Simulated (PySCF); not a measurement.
NICS in isomers of C6H13N3Si.

Probes without a nucleus sit at each ring's centroid and 1 Å off its mean plane on both sides; NICS is minus the shielding there, NICSzz its component along the normal. Level: GIAO PBE0/pcSseg-1 (PySCF, non-relativistic, gas phase) on the GFN2-xTB geometries, one conformer each. Atom numbers follow the mapped SMILES.

Question: Order these rings by mean NICS(1)zz, lowest (most negative) first (ppm).
A. ring N5–N6–C7–C8–N10 in `[CH3:1][CH2:2][C@H:3]([CH3:4])[n:5]1[n:6][cH:7][c:8]([SiH3:9])[n:10]1`
B. ring C2–N3–N4–N8–C9 in `[CH3:1][c:2]1[n:3][n:4]([SiH:5]([CH3:6])[CH3:7])[n:8][c:9]1[CH3:10]`
C. ring C2–C3–N4–N5–N10 in `[CH3:1][c:2]1[cH:3][n:4][n:5]([Si:6]([CH3:7])([CH3:8])[CH3:9])[n:10]1`
D. ring C2–N3–N4–C5–N10 in `[CH3:1][c:2]1[n:3][n:4][c:5]([Si:6]([CH3:7])([CH3:8])[CH3:9])[nH:10]1`
E. ring N2–C3–C4–Si5 in `[CH3:1][N:2]1[CH2:3][CH2:4][Si@@:5]1([NH2:6])[CH2:7][CH2:8][C:9]#[N:10]`

Answer: A (-34.1), C (-33.0), B (-31.4), D (-30.3), E (-0.7).

```tsv
SMILES	ring	NICS(0)	NICS(1)	NICS(1)zz	HOMA	rms pucker (Å)	ring atoms with four or more neighbours
CC[C@H](C)n1ncc([SiH3])n1	5-membered ring with 3 N; formal bonds all aromatic	-12.9	-13.4	-34.1	0.98	0.00	0
Cc1cnn([Si](C)(C)C)n1	5-membered ring with 3 N; formal bonds all aromatic	-12.4	-13.4	-33.0	0.96	0.00	0
Cc1nn([SiH](C)C)nc1C	5-membered ring with 3 N; formal bonds all aromatic	-11.6	-13.1	-31.4	0.94	0.00	0
Cc1nnc([Si](C)(C)C)[nH]1	5-membered ring with 3 N; formal bonds all aromatic	-11.2	-11.7	-30.3	0.89	0.00	0
CN1CC[Si@@]1(N)CCC#N	4-membered ring with N and Si; formal bonds all single	-7.2	-2.4	-0.7	–	0.03	3
```

NICS(0) gives the same order. The isotropic NICS(1) ties some rings at the printed digit and otherwise keeps the order. Over the 4 rings with a HOMA value its correlation coefficient with NICS(1)zz is -0.97. HOMA uses Krygowski's 1993 parameters; it is left out where a ring has a four-coordinate atom, a triple bond, no multiple bond or a kind of bond without parameters. NICS(1) and NICS(1)zz are means over the two faces.
